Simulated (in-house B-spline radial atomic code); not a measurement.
Inner-shell binding energies (edges) and X-ray emission energies of free atoms and ions, as differences of relaxed hole-state energies with first-order Breit, QED and recoil terms, without correlation or multiplet splittings, in NIST's listed ground configurations. For neutral atoms such line energies lie within some 1 to 5 eV of tabulated X-ray lines (up to 20 eV for the heaviest). K = 1s, L1 = 2s, L3 = 2p3/2, M3 = 3p3/2. A dash marks a subshell that is part filled or wasn't run, or a line left out. Computed with an all-electron radial atomic-structure program (B-spline basis): Dirac-Hartree-Fock, average of the configuration, finite nuclei.

| ion | configuration | L1 edge (eV) | L3 edge (eV) | K-M3 (eV) |
| --- | --- | --- | --- | --- |
| Ca | [Ar] 4s2 | 449.96 | 357.07 | 4014.03 |
| Ti2+ | [Ar] 3d2 | 591.98 | 484.74 | 4932.08 |
| V3+ | [Ar] 3d2 | 680.37 | 565.4 | 5429.19 |
| Cr4+ | [Ar] 3d2 | 776.34 | 653.37 | 5951.4 |
| Mn5+ | [Ar] 3d2 | ? | ? | ? |
| Fe6+ | [Ar] 3d2 | ? | ? | ? |
| Co7+ | [Ar] 3d2 | 1108.56 | 959.71 | 7669.59 |

Question: Fill in the row of Mn5+.

Answer: L1 edge (eV): 879.74; L3 edge (eV): 748.46; K-M3 (eV): 6498.81.

Question: Fill in the row of Fe6+.

Answer: L1 edge (eV): 990.49; L3 edge (eV): 850.6; K-M3 (eV): 7071.5.
